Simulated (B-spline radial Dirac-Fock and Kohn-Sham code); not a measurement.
**Dipole and non-dipole photoemission parameters of Mo⁶⁺ 2p1/2**

System: Mo⁶⁺ in the configuration [Ar] 3d10 4s2 4p6; threshold 2722.4 eV (orbital energy of the model). Calculated with a radial finite-basis atomic code, using Dirac-Hartree-Slater photoionisation with a Latter tail; cross sections with all multipoles, angular parameters from the dipole term and its interference with E2.

For linearly polarised light dσ/dΩ = σ/(4π) [1 + β P₂(cos θ) + (δ + γ cos²θ) sin θ cos φ], with θ from the polarisation vector and φ the angle between the beam and the projection of the electron momentum on the plane normal to the polarisation.

| hν (eV) | σ (kb) | β | γ | δ |
| --- | --- | --- | --- | --- |
| 2910 | 82.9 | 1.189 | -0.250 | 0.001 |
| 2990 | 77.4 | 1.249 | -0.217 | 0.006 |
| 3990 | ? | ? | ? | ? |
| 4000 | 35.8 | 1.436 | 0.242 | 0.031 |
| 4580 | 24.6 | 1.439 | 0.445 | 0.039 |
| 4770 | 22.0 | 1.436 | 0.504 | 0.042 |
| 6000 | 11.4 | 1.396 | 0.822 | 0.057 |
| 7240 | 6.56 | 1.344 | 1.063 | 0.074 |
| 11200 | 1.73 | 1.182 | 1.572 | 0.128 |
| 13700 | 0.915 | 1.094 | 1.777 | 0.162 |

Question: Give the values at 3990 eV.

Answer: σ = 36.0 kb, β = 1.435, γ = 0.238, δ = 0.031.
